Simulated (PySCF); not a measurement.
PySCF job for Sn(H)2(SiH3)2 (H8Si2Sn), SMILES [SiH3][SnH2][SiH3], C-PCM-PBE0/def2-SVP. Coordinates come from a PBE0-D3(BJ)/def2-SVP optimisation. The structure was generated by enumeration; whether it is a known compound was not checked. The def2 effective core potentials stand for the cores of Sn; spin–orbit coupling is left out.

```python
import numpy as np
from pyscf import gto, scf, dft
from pyscf.solvent import pcm

mol = gto.M(
    atom='''
    Sn   -0.00001236    0.57917927    0.00000000
    Si   -0.00001444   -0.89179769    2.10624779
    Si   -0.00001444   -0.89179769   -2.10624779
    H     1.38570642    1.59201873   -0.00000000
    H    -1.38508963    1.59283517   -0.00000000
    H    -1.21643032   -1.76104068    2.11681333
    H     0.00533933   -0.05750552    3.34675505
    H     1.21129367   -1.76819480    2.11114681
    H     1.21129368   -1.76819480   -2.11114682
    H     0.00533933   -0.05750552   -3.34675506
    H    -1.21643033   -1.76104068   -2.11681333
    ''',
    basis='def2-SVP',
    ecp={'Sn': 'def2-svp'},
    charge=0,
    spin=0,
    max_memory=1600,
    verbose=3,
)
mf = dft.RKS(mol, xc='pbe0').density_fit(auxbasis='def2-universal-jkfit')
mf.grids.level = 3
mf.conv_tol = 1e-9
mf.max_cycle = 100
mf.kernel()
res = {}
for name, eps in {'water': 78.355, 'chloroform': 4.7113, '2-propanol': 19.264}.items():
    s = mf.PCM()
    s.with_solvent.method, s.with_solvent.eps, s.with_solvent.lebedev_order = 'C-PCM', eps, 29
    s.kernel(mf.make_rdm1())
    res[name] = (s.e_tot, eps, s.dip_moment(), s.mo_energy, s.converged)
    print(f'{name}: electrostatic solvation free energy {(s.e_tot - mf.e_tot) * 627.509474:.3f} kcal/mol')
```

Program output:

```
converged SCF energy = -797.636049704879

WARN: PCM is an experimental feature. It is still in testing.
Features and APIs may be changed in the future.

converged SCF energy = -797.636693491609
Dipole moment(X, Y, Z, Debye): -0.00071, -0.04874,  0.00000
water: electrostatic solvation free energy -0.404 kcal/mol

WARN: PCM is an experimental feature. It is still in testing.
Features and APIs may be changed in the future.

converged SCF energy = -797.636553909686
Dipole moment(X, Y, Z, Debye): -0.00064, -0.04144,  0.00000
chloroform: electrostatic solvation free energy -0.316 kcal/mol

WARN: PCM is an experimental feature. It is still in testing.
Features and APIs may be changed in the future.

converged SCF energy = -797.636665655082
Dipole moment(X, Y, Z, Debye): -0.00069, -0.04713,  0.00000
2-propanol: electrostatic solvation free energy -0.387 kcal/mol
```

The calculation finished and met its thresholds.
